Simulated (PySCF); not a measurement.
Ni: ionisation energy

Ni [Ar] 3d8 4s2 (3F) → Ni⁺ [Ar] 3d9 (2D), as a difference of total energies. All numbers are calculated (PySCF 2.14, no relativity, point nucleus, in def2-SVP). Correlated levels: valence: [Ar] frozen. The calculations carry no spin-orbit coupling.

```
           method  ionisation energy (eV)
              UHF                   8.102
              LDA                   7.469
              PBE                   7.657
    MP2 (valence)                   6.796
SCS-MP2 (valence)                   7.066
```

Problem. How much does correlation contribute at MP2 (valence)?

Solution. 6.796 − (8.102) = -1.306 eV, measured against UHF.

These non-relativistic numbers lack the scalar-relativistic shift.

The reference lies between the lowest fine-structure levels, while these numbers refer to the centres of the terms.

Errors of the correlated levels include the incompleteness of this basis and the frozen core.

MP2 underrates the near-degeneracy of ns² with np² in the lower species.

For comparison: 7.640 eV (measured; NIST Atomic Spectra Database, ionization energies).
